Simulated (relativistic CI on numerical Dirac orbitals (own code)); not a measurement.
Hyperfine structure of Ta⁵⁺, mass number 181

Computed by Dirac-Coulomb-Breit CI, separate exchange-only KLI orbitals for each configuration, a model potential for QED, valence Slater integrals scaled by 0.85, P86 correlation energy added to each configuration (own radial code, finite nucleus).

CI space (outside the closed core [Kr] 4d10): 4f14.5s2.5p6, 4f14.5s2.5p5.5d, 4f13.5s2.5p6.5d, 4f13.5s2.5p6.6s, 4f14.5s2.5p5.5f, 4f14.5s.5p6.5d, 4f13.5s2.5p6.6p, 4f14.5s2.5p5.5g, 4f14.5s2.5p5.6s, 4f13.5s2.5p6.6d, 4f14.5s2.5p5.6p, 4f13.5s2.5p6.5f, 4f13.5s2.5p6.7s. Double excitations out of closed p, d and f shells are left out; levels of such configurations are missing from the list, as are those of other unlisted configurations, and high levels can miss mixing partners.

Nuclear spin I = 7/2, μ = 2.365 μN, Q = 3.17 b (tables of Stone and Pyykkö). The electronic factors are computed for point nuclear moments, without core polarisation or the Bohr-Weisskopf and QED corrections.

```tsv
Level	E (cm⁻¹)	A (MHz)	B (MHz)
4f13.5s2.5p6.5d 3P°_2	219027.1	695.2	-3030
4f13.5s2.5p6.5d 3H°_5	224411.0	946.4	-4520
4f13.5s2.5p6.5d 3D°_3	227787.2	848.2	-8230
4f13.5s2.5p6.5d 3P°_1	230277.0	1321	-437
4f13.5s2.5p6.5d 3H°_6	230548.3	689.9	-4440
4f13.5s2.5p6.5d 1D°_2	232637.9	917.3	-3770
4f13.5s2.5p6.5d 3F°_4	235993.3	867.1	-4240
4f13.5s2.5p6.5d 3G°_5	238049.8	715.3	-5470
```

Levels with J = 0, under 50 % of one LS term, or S terms without an open s electron are left out. Small factors come from cancelling terms and can be off by tens of per cent or more.

At this charge configurations can still be misplaced by up to about 7 % of their energy. Levels and lines within the n = 5 or 6 shells can be off by up to 10 % or somewhat more, and those that change n by about 2 %, since core polarisation is missing. Levels that differ in their count of f electrons can be misplaced by several ten thousand cm⁻¹, since the correlation energy of f electrons is missing or only estimated; rates across such gaps can be off by orders of magnitude.

(1) Give the hyperfine levels of 4f13.5s2.5p6.5d 3P°_2 relative to its centre of gravity.

## Answers

(1) With K = F(F + 1) − I(I + 1) − J(J + 1), E = AK/2 + B[¾K(K + 1) − I(I + 1)J(J + 1)]/[2I(2I − 1)J(2J − 1)]: F = 3/2: -7879, F = 5/2: -4789, F = 7/2: -1221, F = 9/2: 2070, F = 11/2: 4110 MHz.

LS names give the leading component of a level, which can be under half, so a name can repeat, a term be missing and a line seem to break the LS rules.
